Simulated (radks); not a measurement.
Values are calculated unless marked as measured or tabulated.
Problem. Radial electron density D(r) = 4 pi r^2 rho(r) of an atom or ion with 18 electrons. Code: a radial shooting solver on a logarithmic mesh with Libxc functionals. Model: Dirac Kohn-Sham, PBE, spin-unpolarised, spherical densities, point nucleus.

r (bohr)  D(r) (e/bohr)
0.004521          1.208
0.005701          1.824
0.007247          2.757
0.009213          4.097
0.01162           5.890
0.01477           8.350
0.01863           11.33
0.02368           14.91
0.02986           18.49
0.03796           21.65
0.04788           23.39
0.06086           23.18
0.07737           21.04
0.09758           18.37
0.124             17.10
0.1564            18.72
0.1989            22.41
0.2508            24.60
0.3188            22.13
0.4021            15.50
0.5111            8.664
0.6498            6.002
0.8195            6.958
1.042             7.743
1.314             6.163
1.67              3.286
2.106             1.197
2.677            0.2666
3.377           0.03648
4.293          0.002302

What is the nuclear charge?

Solution. Z = 20. The innermost maximum, from 1s, lies near gamma/Z bohr with gamma = sqrt(1 - (Z/c)^2) = 0.989, here 0.0495 bohr (found: 0.0527), and its height grows with Z. The density is that of the calcium ion Ca2+ in [Ar]; the configuration itself is not fixed sharply by these data, and Z only to about a unit. D(r) has 3 maxima, at r = 0.0527, 0.255, 1.01 bohr, and minima at 0.123, 0.660 bohr, inside which lie 2.16, 10.34 electrons.
